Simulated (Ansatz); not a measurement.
Cartesian coordinates in Å:
```
O -1.627 0.075 -0.769
Ti 0.000 0.000 0.000
O 0.308 -1.696 0.522
O 0.059 1.101 1.424
O 1.260 0.519 -1.177
H -2.340 0.699 -0.625
H 1.084 -2.242 0.390
H 0.065 0.889 2.358
H 1.191 0.654 -2.123
```

The species carries charge 0 and has multiplicity 1.

Problem. List the CAM-B3LYP/def2-TZVPP orbital energies in eV (the Gaussian-basis code of Ansatz). (Estimate.)

Solution. Computed: Occupied: -4870.86, -545.34, -522.36, -522.36, -522.36, -522.36, -455.87, -455.86, -455.86, -68.31, -44.15, -44.10, -44.10, -28.74, -28.43, -28.42, -28.42, -15.32, -15.29, -15.29, -15.19, -12.01, -11.79, -11.56, -11.27, -11.27, -10.49, -10.48, -10.48. Lowest empty: -0.04, 0.00, 0.52, 0.81, 0.81, 1.29, 2.24, 2.24.
